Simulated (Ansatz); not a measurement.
Ideal-gas functions of BrF (`FBr`) at 500 K and 1 bar, from an Ansatz frequency run at PBE0-D4/def2-TZVP.

Molar mass 98.9 g/mol, point group C∞v (symmetry number 1), electronic degeneracy 1, moments of inertia 47.195 u Å². Harmonic wavenumbers (cm⁻¹, unscaled): 701.

Use S(trans) = R[1.5 ln M + 2.5 ln T − 1.1517]; rotational temperatures θ = 24.2544 K / I; S(rot) = R[ln(T/σθ) + 1]; for each mode x = 1.438777 ν̃/T, S = R[x/(eˣ − 1) − ln(1 − e⁻ˣ)] and H = RT x/(eˣ − 1); 1 cm⁻¹ = 0.0119627 kJ/mol; R = 8.31446 J/(mol·K).

Problem. By hand: the entropy, in J/(mol·K).

Solution. Translation 176.9. Rotation: θ = 0.5139 K, giving 65.5. Vibration, mode by mode: 3.76, in all 3.8. Electronic 0.0. Sum 246.2 J/(mol·K).

Problem. By hand: H − E and G − E in kJ/mol, counted from the electronic energy.

Solution. Zero-point energy ½ × 701 × 0.0119627 = 4.2; thermal vibration 1.3; translation, rotation and pV give 3.5 RT = 14.6. H − E = 20.1 kJ/mol, and G − E = 20.1 − 500 × 246.2/1000 = -103.0 kJ/mol.

Vibration gives 2 % of the entropy.
